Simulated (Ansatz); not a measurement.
Consider the homolysis of the Si–Si bond: `O[SiH2][SiH](O)O` → `O[SiH2]`• + `O[SiH]O`•.

Isolated molecules relaxed with PBE0-D4/def2-TZVP in Ansatz; ΔE leaves out vibrations. CBS: MP2 limit from def2 TZ/QZ plus the TZ coupled-cluster correction, frozen cores. This one scheme is used for every species. No spin–orbit coupling; open shells (•) take unrestricted orbitals. Each species was taken in one conformer, which may not be the lowest.

```json
{"species": "`O[SiH2][SiH](O)O`", "CCSD(T)/def2-SVP energy (Eh)": "-806.52106"}
{"species": "`O[SiH2]`•", "CCSD(T)/def2-SVP energy (Eh)": "-365.68153"}
{"species": "`O[SiH]O`•", "CCSD(T)/def2-SVP energy (Eh)": "-440.71745"}
```

(1) Work out ΔE.

Largest T1 diagnostic among the species: 0.015.

## Answers

(1) ΔE = (-365.68153) + (-440.71745) − (-806.52106) = 0.12208 Eh = +76.6 kcal/mol. CCSD(T)/CBS gives +81.0 kcal/mol.

The D4 term adds +3.6 kcal/mol with B3LYP and +2.0 kcal/mol with PBE0; it sums over pairs of atoms, weighted by their polarisabilities, and B3LYP, whose exchange is more repulsive, gets the larger term. In def2-TZVPP, CCSD(T) changes the Hartree–Fock value by +20.4 kcal/mol (the triples alone add +1.3 kcal/mol) and MP2 by +20.1 kcal/mol; breaking electron pairs costs correlation energy, which Hartree–Fock lacks.

B3LYP here is the variant with VWN-RPA as its local correlation; programs differ in this.
